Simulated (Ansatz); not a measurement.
[AlCl6]3- (AlCl6³⁻): single points at one geometry.

```yaml
crystal:
  periodic: [false, false, false]
  atoms:
    - {symbol: Al, position_ang: [-0.000021, -0.000033, 0.000066]}
    - {symbol: Cl, position_ang: [-0.020064, -0.010887, 2.437295]}
    - {symbol: Cl, position_ang: [0.020064, 0.010939, -2.437104]}
    - {symbol: Cl, position_ang: [2.437156, 0.005304, 0.019999]}
    - {symbol: Cl, position_ang: [-2.437151, -0.005273, -0.020127]}
    - {symbol: Cl, position_ang: [-0.005373, 2.437280, 0.010803]}
    - {symbol: Cl, position_ang: [0.005390, -2.437331, -0.010942]}
basis:
  gaussian: {orbitals: def2-SVPD, initial_orbitals: start.molden}
total_charge: -3
hamiltonian: {xc: pbe, dispersion: d4}
scf: {omitted_lower_state_checks: [starts]}
output: {orbitals: {seedname: orbitals}}
```

The file start.molden holds the orbitals of an earlier run on this structure, at another level or in another basis.

```sh
$ ansatz run in.yaml --threads 4 --pin off --events-out ev --progress --plain --max-ram 4787MiB
```

Output, abridged:

```
Functional definition: PBE
1885 factors; their error is unknown
mean field evaluation 1: about -81680.0238 eV, gradient 1.1e1 eV
mean field evaluation 2: about -81680.1776 eV, gradient 1.7e-1 eV
mean field evaluation 4: about -81680.1048 eV, gradient 3.9e-4 eV
mean field -81680.10481325 eV, -3001.6884871234 hartree, gradient 6.3e-6 eV, S^2 0.000000; 0 other end points of the search recorded, 0 dependent functions left out
reference -81680.10485050 eV, -3001.6884884921 hartree; 59, 59 occupied and 127, 127 virtual orbitals, 1885 factors
Total energy: -81680.58255819 eV, -3001.7060439261 hartree
Checks for a lower state left out: starts
```

It took 4 s on 4 threads of Intel Xeon on a shared host.

The first input with `gaussian: {orbitals: def2-TZVPD, initial_orbitals: start.molden}`, `hamiltonian: {xc: {name: B2PLYP}}` and without the key `output` (abridged; 28 s):

```
Functional definition: B2PLYP
mean field -81705.68031865 eV, -3002.6283696112 hartree, gradient 5.2e-6 eV, S^2 0.000000
35 core orbitals not correlated: weight in the atoms' cores, before any rotation towards them, 1.000 or more for the frozen orbitals, at most 0.000 for the correlated occupied ones
second order -42.18331713 eV of doubles, -0.00000000 eV of singles
Total energy: -81717.06998203 eV, -3003.0469320202 hartree
Checks for a lower state left out: starts
```

As the first input, with `correlation: {method: ccsd_t}` and without the key `hamiltonian` (abridged; 88 s):

```
Functional definition: HF
mean field -81584.99096831 eV, -2998.1931177921 hartree, gradient 9.2e-6 eV, S^2 0.000000
35 core orbitals not correlated: weight in the atoms' cores, before any rotation towards them, 1.000 or more for the frozen orbitals, at most 0.000 for the correlated occupied ones
second order -27.13080775 eV of doubles, -0.00000000 eV of singles
cycle   1  -28.29635692 eV  change    -1.2e0 eV  update   1.1e-1
cycle   2  -28.75392105 eV  change   -4.6e-1 eV  update   2.9e-2
cycle   3  -28.85342694 eV  change   -1.0e-1 eV  update   1.5e-2
cycle   4  -28.84652307 eV  change    6.9e-3 eV  update   3.5e-3
cycle   5  -28.84361540 eV  change    2.9e-3 eV  update   1.4e-3
cycle   6  -28.84313535 eV  change    4.8e-4 eV  update   4.1e-4
cycle   7  -28.84317925 eV  change   -4.4e-5 eV  update   1.5e-4
cycle   8  -28.84322674 eV  change   -4.7e-5 eV  update   5.2e-5
perturbative correction -0.85760408 eV, -0.0315163685 hartree
Total energy: -81614.69179912 eV, -2999.2846031925 hartree
Checks for a lower state left out: starts
```

As the first input, with `gaussian: {orbitals: def2-TZVPD, initial_orbitals: start.molden}`, `correlation: {method: mp2}` and without the key `hamiltonian` (abridged; 21 s):

```
Functional definition: HF
mean field -81611.21637454 eV, -2999.1568836950 hartree, gradient 2.0e-6 eV, S^2 0.000000
35 core orbitals not correlated: weight in the atoms' cores, before any rotation towards them, 1.000 or more for the frozen orbitals, at most 0.000 for the correlated occupied ones
second order -34.46553608 eV of doubles, -0.00000000 eV of singles
Total energy: -81645.68191062 eV, -3000.4234687844 hartree
Checks for a lower state left out: starts
```

The first input with `gaussian: {orbitals: def2-TZVPD, initial_orbitals: start.molden}`, `hamiltonian: {xc: pbe0, dispersion: d4}` (abridged; 19 s):

```
Functional definition: PBE0
mean field -81713.47133337 eV, -3002.9146841212 hartree, gradient 5.7e-6 eV, S^2 0.000000
Total energy: -81713.89254415 eV, -3002.9301633319 hartree
Checks for a lower state left out: starts
```

First input, but with `gaussian: {orbitals: def2-TZVPD, initial_orbitals: start.molden}`, `hamiltonian: {xc: {name: r2SCAN0}, dispersion: d4}` (abridged; 27 s):

```
Functional definition: r2SCAN0
mean field -81735.26250411 eV, -3003.7154948753 hartree, gradient 8.9e-6 eV, S^2 0.000000
Total energy: -81735.40776042 eV, -3003.7208329463 hartree
Checks for a lower state left out: starts
```

Geometry: PBE-D4/def2-SVPD.

Correlated methods freeze 35 core orbitals. A multiply charged anion in the gas phase is held together partly by the finite basis. At PBE-D4/def2-SVPD, CCSD(T)/def2-SVPD, MP2/def2-TZVPD, PBE0-D4/def2-TZVPD and others the highest occupied level of the charge -3 singlet lies above zero (up to 5.12 eV). The electron is either unbound and held by the finite basis, or the level is raised by self-interaction error.
